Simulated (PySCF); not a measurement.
Zr(3+) (zirconium, charge +3) across methods

[Kr] 4d1, 2D determinant. Calculation: PySCF 2.14, in x2c-TZVPPall (8s6p6d2f1g, 79 functions); the spin-free X2C one-electron Hamiltonian (Gaussian nucleus).

```csv
method,E (hartree),mean ε 4p α (eV),mean ε 4p β (eV),mean ε 4d α (eV),Σ⟨r²⟩ (bohr²),⟨S²⟩
r2SCAN,-3596.65,-60.294,-59.515,-29.172,24.19,0.751
BHandHLYP,-3596.67,-64.165,-63.066,-31.726,24.26,0.751
PBE0,-3596.34,-61.940,-61.032,-30.417,24.20,0.751
LDA,-3592.17,-59.605,-58.972,-28.811,24.24,0.750
UHF,-3594.72008,-68.059,-66.393,-33.977,24.31,0.752
M06-L,-3596.55,-60.188,-59.420,-28.971,24.12,0.751
BLYP,-3596.76,-59.256,-58.611,-28.797,24.31,0.750
PBE,-3596.25,-59.475,-58.790,-28.943,24.24,0.751
CAM-B3LYP,-3596.85,-63.361,-62.496,-31.782,24.27,0.751
```
